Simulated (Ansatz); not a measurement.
Consider the hydrogenolysis of the Si–C bond: `C[SiH](S)CS` + H₂ → `SC[SiH2]S` + CH₄.

Gas-phase electronic energies from Ansatz, PBE0-D4/def2-TZVP geometries. CBS: MP2 limit from def2 TZ/QZ plus the TZ coupled-cluster correction, frozen cores. This one scheme is used for every species. Functionals use def2-TZVPP. Each species was taken in one conformer, which may not be the lowest.

`C[SiH](S)CS`:

Cartesian coordinates in Å:
```
C 1.222 0.062 -1.194
Si -0.323 -0.516 -0.328
S -1.924 -0.152 -1.716
C -0.620 0.418 1.273
S 0.733 0.152 2.454
H 2.107 -0.142 -0.588
H 1.340 -0.461 -2.145
H 1.180 1.135 -1.399
H -0.254 -1.963 -0.001
H -2.864 -0.745 -0.963
H -0.798 1.484 1.115
H -1.509 0.016 1.767
H 1.709 0.714 1.725
```

H₂:

Z-matrix (Å, degrees):
```
H
H 1 0.746
```

`SC[SiH2]S`:

Z-matrix (Å, degrees):
```
C
Si 1 1.877
S 1 1.812 2 111.7
H 1 1.094 2 108.5 3 -115.8
H 1 1.092 2 112.7 3 125.3
S 2 2.139 1 112.3 3 -55.4
H 2 1.483 1 108.8 3 66.7
H 2 1.487 1 110.3 3 -171.7
H 3 1.344 1 96.4 2 60.8
H 6 1.344 2 94.2 1 77.3
```

CH₄:

Z-matrix (Å, degrees):
```
C
H 1 1.090
H 1 1.090 2 109.5
H 1 1.090 2 109.5 3 -120.0
H 1 1.090 2 109.5 3 120.0
```

CCSD(T)/CBS gives -0.22 eV.

Question: Another level gave -0.24 eV. Which?
A. CCSD(T)/def2-TZVPP
B. PBE0/def2-TZVPP
C. MP2/def2-TZVPP
D. HF/def2-TZVPP

Answer: A. CCSD(T)/def2-TZVPP -0.24, HF/def2-TZVPP -0.45, PBE0 -0.29, MP2/def2-TZVPP -0.18 eV.

Largest T1 diagnostic among the species: 0.011.

In def2-TZVPP, CCSD(T) changes the Hartree–Fock value by +0.22 eV (the triples alone add +0.04 eV) and MP2 by +0.27 eV. The D4 term adds +0.10 eV with B3LYP and +0.06 eV with PBE0; it sums over pairs of atoms, weighted by their polarisabilities, and B3LYP, whose exchange is more repulsive, gets the larger term.

B3LYP here is the variant with VWN-RPA as its local correlation; programs differ in this.
